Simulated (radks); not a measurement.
The rubidium ion Rb4+, configuration [Ar] 3d10 4s2 4p3. Method: Dirac Kohn-Sham, PBE, spin-unpolarised, spherical densities, point nucleus; open shells fill j = l - 1/2 first; computed with a radial shooting solver on a logarithmic mesh with Libxc functionals.

Unscreened Slater integrals over Kohn-Sham orbitals (cm^-1). Large and small components are both included.

integral,value
"F0(4p3/2,4p3/2)",129380
"F2(4p3/2,4p3/2)",68856
"F0(4p3/2,4p1/2)",130410
"G2(4p3/2,4p1/2)",69318
"F0(4p3/2,4s1/2)",136370
"G1(4p3/2,4s1/2)",92410
"F0(4p3/2,3d5/2)",166620
"F2(4p3/2,3d5/2)",38130
"G1(4p3/2,3d5/2)",12801
"G3(4p3/2,3d5/2)",12100
"F0(4p1/2,4p1/2)",131470
"F0(4p1/2,4s1/2)",137630
"G1(4p1/2,4s1/2)",93945
"F0(4p1/2,3d5/2)",169030
"G3(4p1/2,3d5/2)",12531
"F0(4s1/2,4s1/2)",144920
"F0(4s1/2,3d5/2)",183610
"G2(4s1/2,3d5/2)",16204
"F0(3d5/2,3d5/2)",382940
"F2(3d5/2,3d5/2)",185340
"F4(3d5/2,3d5/2)",117020
